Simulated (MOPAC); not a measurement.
A run for MOPAC: PM3 on CH5GeN (a complex), monomers drawn apart or pushed together.

```
PM3 1SCF PRECISE CHARGE=0 THREADS=1
CH5GeN

C     -0.15555863 1    -0.04077354 1     0.51888641 1
N     -0.30974141 1     0.43185724 1    -0.51398959 1
H     -0.01173314 1    -0.47752871 1     1.48292292 1
Ge     0.14414175 1    -0.00817515 1     5.06270070 1
H     -0.50713439 1     1.22658402 1     4.42412243 1
H     -0.77099195 1    -0.58577872 1     6.14885593 1
H      1.50904695 1     0.36323637 1     5.65463289 1
H      0.35069523 1    -1.07493884 1     3.96885251 1
```

It printed:

```
*******************************************************************************
 **                                                                           **
 **                              MOPAC v23.2.5                                **
 **                                                                           **
 *******************************************************************************
 ** MOPAC's Digital Object Identifier: https://doi.org/10.5281/zenodo.6511958 **
 **                                                                           **
 ** Please cite the open-source release paper for use of this MOPAC version:  **
 ** J. E. Moussa and J. J. P. Stewart (2026)                                  **
 ** MOPAC: An open-source semiempirical molecular orbital program             **
 ** J. Open Source Softw., 11(119), 8025, https://doi.org/10.21105/joss.08025 **
 *******************************************************************************

                              PM3 CALCULATION RESULTS

 *******************************************************************************
 *  PM3        - The PM3 Hamiltonian to be used
 *
 *
 *
 *                 CHARGE ON SYSTEM = 0
 *
 *
 *
 *  PRECISE    - TIGHTER CRITERIA TO BE USED
 *  1SCF       - DO 1 SCF AND THEN STOP
 *  THREADS=1  - MULTI-THREADING NOT USED
 *  T=         - A TIME OF 172800.0 SECONDS REQUESTED
 *  DUMP=N     - RESTART FILE WRITTEN EVERY 7200.0 SECONDS REQUESTED
 *******************************************************************************
PM3 1SCF PRECISE CHARGE=0 THREADS=1
 CH5GeN

   ATOM   CHEMICAL          X               Y               Z
  NUMBER   SYMBOL      (ANGSTROMS)     (ANGSTROMS)     (ANGSTROMS)

     1       C         -0.15555863  *  -0.04077354  *   0.51888641  *
     2       N         -0.30974141  *   0.43185724  *  -0.51398959  *
     3       H         -0.01173314  *  -0.47752871  *   1.48292292  *
     4      Ge          0.14414175  *  -0.00817515  *   5.06270070  *
     5       H         -0.50713439  *   1.22658402  *   4.42412243  *
     6       H         -0.77099195  *  -0.58577872  *   6.14885593  *
     7       H          1.50904695  *   0.36323637  *   5.65463289  *
     8       H          0.35069523  *  -1.07493884  *   3.96885251  *



          CARTESIAN COORDINATES

    NO.       ATOM           X           Y           Z

     1         C         -0.1556     -0.0408      0.5189
     2         N         -0.3097      0.4319     -0.5140
     3         H         -0.0117     -0.4775      1.4829
     4        Ge          0.1441     -0.0082      5.0627
     5         H         -0.5071      1.2266      4.4241
     6         H         -0.7710     -0.5858      6.1489
     7         H          1.5090      0.3632      5.6546
     8         H          0.3507     -1.0749      3.9689

  H: (PM3): J. J. P. STEWART, J. COMP. CHEM. 10, 209 (1989).
  C: (PM3): J. J. P. STEWART, J. COMP. CHEM. 10, 209 (1989).
  N: (PM3): J. J. P. STEWART, J. COMP. CHEM. 10, 209 (1989).
 Ge: (PM3): J. J. P. STEWART, J. COMP. CHEM. 12, 320-341 (1991).

           Empirical Formula: C H5 N Ge  =     8 atoms



      MOLECULAR POINT GROUP   :   C1


      RHF CALCULATION, NO. OF DOUBLY OCCUPIED LEVELS = 9


 -------------------------------------------------------------------------------
 PM3 1SCF PRECISE CHARGE=0 THREADS=1
 CH5GeN



     1SCF WAS SPECIFIED, SO BFGS WAS NOT USED
     SCF FIELD WAS ACHIEVED


                              PM3 CALCULATION
                                                       MOPAC v23.2.5 Linux




          FINAL HEAT OF FORMATION =         65.16061 KCAL/MOL =     272.63201 KJ/MOL


          COSMO AREA              =        134.49 SQUARE ANGSTROMS
          COSMO VOLUME            =        115.02 CUBIC ANGSTROMS

          IONIZATION POTENTIAL    =         12.490740 EV
          HOMO LUMO ENERGIES (EV) =        -12.491  0.048
          NO. OF FILLED LEVELS    =          9
          MOLECULAR WEIGHT        =        103.6472         POINT GROUP:  C1

          MOLECULAR DIMENSIONS (Angstroms)

            Atom       Atom       Distance
            H     6    N     2     6.75587
            H     8    H     5     2.49284
            N     2    H     7     2.39226


          SCF CALCULATIONS        =          1





   ATOM   CHEMICAL          X               Y               Z
  NUMBER   SYMBOL      (ANGSTROMS)     (ANGSTROMS)     (ANGSTROMS)

     1       C         -0.15555863  *  -0.04077354  *   0.51888641  *
     2       N         -0.30974141  *   0.43185724  *  -0.51398959  *
     3       H         -0.01173314  *  -0.47752871  *   1.48292292  *
     4      Ge          0.14414175  *  -0.00817515  *   5.06270070  *
     5       H         -0.50713439  *   1.22658402  *   4.42412243  *
     6       H         -0.77099195  *  -0.58577872  *   6.14885593  *
     7       H          1.50904695  *   0.36323637  *   5.65463289  *
     8       H          0.35069523  *  -1.07493884  *   3.96885251  *

                             CARTESIAN COORDINATES

   1    C       -0.155558630    -0.040773540     0.518886410
   2    N       -0.309741410     0.431857240    -0.513989590
   3    H       -0.011733140    -0.477528710     1.482922920
   4   Ge        0.144141750    -0.008175150     5.062700700
   5    H       -0.507134390     1.226584020     4.424122430
   6    H       -0.770991950    -0.585778720     6.148855930
   7    H        1.509046950     0.363236370     5.654632890
   8    H        0.350695230    -1.074938840     3.968852510


           Empirical Formula: C H5 N Ge  =     8 atoms



      MOLECULAR POINT GROUP   :   C1


                  EIGENVALUES
 -31.36559 -19.80982 -16.30775 -13.32417 -13.32392 -12.60994 -12.56587 -12.56189
 -12.49074   0.04826   0.17537   0.21015   1.59100   1.59154   2.21687   3.37397
   6.57681


              NET ATOMIC CHARGES AND DIPOLE CONTRIBUTIONS

  ATOM NO.   TYPE          CHARGE      No. of ELECS.   s-Pop       p-Pop
    1          C          -0.163048        4.1630     1.28164     2.88140
    2          N          -0.069312        5.0693     1.74282     3.32649
    3          H           0.229833        0.7702     0.77017
    4         Ge           0.285295        3.7147     0.64770     3.06701
    5          H          -0.069686        1.0697     1.06969
    6          H          -0.064381        1.0644     1.06438
    7          H          -0.065146        1.0651     1.06515
    8          H          -0.083554        1.0836     1.08355
 DIPOLE           X         Y         Z       TOTAL
 POINT-CHG.     0.205    -0.562     1.595     1.703
 HYBRID         0.159    -0.506     0.999     1.131
 SUM            0.364    -1.068     2.593     2.828


          ATOMIC ORBITAL ELECTRON POPULATIONS

     Atom    s        px        py        pz
    1  C   1.28164   0.95114   0.95563   0.97464
    2  N   1.74282   1.05263   1.07945   1.19441
    3  H   0.77017
    4 Ge   0.64770   1.02831   1.01467   1.02403
    5  H   1.06969
    6  H   1.06438
    7  H   1.06515
    8  H   1.08355

 **********************
 *                    *
 * JOB ENDED NORMALLY *
 *                    *
 **********************




 == MOPAC DONE ==
```

The run finished.

Cost: roughly 0.03 core-seconds.
